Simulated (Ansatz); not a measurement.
SnHF₃, relaxed as a singlet with RKS PBE0-D4/def2-TZVP in Ansatz, starting from the GFN2-xTB geometry. Force threshold 0.02 eV/Å.

In the def2 sets Sn takes a core potential; there is no spin–orbit coupling.

Start:

| atom | x (Å) | y (Å) | z (Å) |
| --- | --- | --- | --- |
| Sn1 | 0.095 | -0.119 | 0.043 |
| H2 | 1.096 | -1.377 | 0.503 |
| F3 | 0.940 | 1.286 | -0.942 |
| F4 | -0.757 | 0.816 | 1.479 |
| F5 | -1.373 | -0.605 | -1.083 |

```json
{"step": "1", "energy (eV)": "-13996.8328", "largest force component (eV/Å)": "1.190", "SCF passes": "16"}
{"step": "2", "energy (eV)": "-13996.8632", "largest force component (eV/Å)": "0.069", "SCF passes": "19"}
{"step": "3", "energy (eV)": "-13996.8636", "largest force component (eV/Å)": "0.005", "SCF passes": "22"}
```

Force components are those of the run's own axes.

End:

```xyz
5

Sn    0.071   -0.089    0.033
H     1.078   -1.355    0.494
F     0.958    1.271   -0.937
F    -0.744    0.800    1.489
F    -1.362   -0.626   -1.078
```

By distances, no bond broke or formed. The bond that changes most is Sn1–F4, from 1.91 to 1.89 Å (atoms count from 1).

No frequencies were taken in this run, so the end may be a saddle point.

Hardware: 4 threads of Arm Neoverse V1 on a shared host. Wall time 3.7 s.
